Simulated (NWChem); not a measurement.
**Correlation energy of HClSi**

```
Si
H 1 1.5382
Cl 1 2.0903 2 95.27
```
Charge 0, spin multiplicity 1.

Everything below was run with NWChem. All single points use one geometry, from PBE0/def2-SVP, a minimum by its harmonic frequencies.

Basis set: cc-pVDZ. Each correlation energy counts from its own Hartree-Fock reference.

The correlated methods keep 10 core orbitals frozen. The structure started from a generated list of species. Coupled-cluster values serve here as a point of comparison, not as the truth.

| method | correlation energy (mHa) |
|---|---|
| CR-CCSD(T) | -251.5 |
| CCSD | -246.6 |
| MP2 | -215.0 |
| CCSD(T) | [?] |
| RI-MP2 | -215.0 |
| CCSD+T(CCSD) | [?] |
| SCS-MP2 | -215.1 |
| CR-CCSD[T] | -251.7 |
| CCSDT | [?] |

Question: Complete the blanks.

Answer: 
- CCSD(T), correlation energy (mHa): -252.6
- CCSD+T(CCSD), correlation energy (mHa): -252.9
- CCSDT, correlation energy (mHa): -253.4
